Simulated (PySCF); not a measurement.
Cartesian coordinates in Å; atom numbers follow the order of the lines, from 1:
```xyz
15

O    -4.2821    0.0900    0.2676
C    -3.2721    0.7191    0.0673
Si   -1.6070   -0.2098   -0.1745
O    -0.4217    0.9158   -0.4290
Si    1.1262    1.3907   -0.7573
O     2.1684    0.1334   -0.5425
Si    2.4352   -1.4220   -0.0340
H    -3.2999    1.8450    0.0213
H    -1.3348   -1.0043    1.0579
H    -1.7480   -1.1235   -1.3448
H     1.2015    1.8342   -2.1735
H     1.4796    2.4869    0.1812
H     2.8506   -1.4282    1.3989
H     3.5089   -2.0245   -0.8716
H     1.1791   -2.2210   -0.1798
```

Geometry: PBE0-D3(BJ)/def2-SVP; GIAO absolute shieldings from PySCF, gas phase, non-relativistic, averaged over equivalent atoms.

At PBE0/pcSseg-1 (180 basis functions, 91 s wall time on 1 thread of an Intel Xeon, shared host):
```tsv
atoms	σ (ppm)
O1	-622.3
O4	284.7
O6	292.8
C2	-63.3
Si7	391.1
Si5	391.5
Si3	407.7
H8	19.17
H13/H14/H15	26.13
H11/H12	26.18
H9/H10	26.45
```

Task: Predict the values at HF/pcSseg-1 on the same geometry.

Result: 
| atoms | σ at HF/pcSseg-1 | change |
| --- | --- | --- |
| O1 | -630.0 | -7.7 |
| O4 | 305.3 | +20.6 |
| O6 | 311.1 | +18.3 |
| C2 | -50.9 | +12.4 |
| Si7 | 438.8 | +47.7 |
| Si5 | 441.8 | +50.3 |
| Si3 | 448.0 | +40.3 |
| H8 | 20.33 | +1.16 |
| H13/H14/H15 | 27.11 | +0.98 |
| H11/H12 | 27.25 | +1.07 |
| H9/H10 | 27.35 | +0.90 |

The largest change is at Si5 (silicon bonded to 2 O, 2 H). Cost: 180 basis functions, 33 s wall time on 1 thread of an Intel Xeon, shared host.
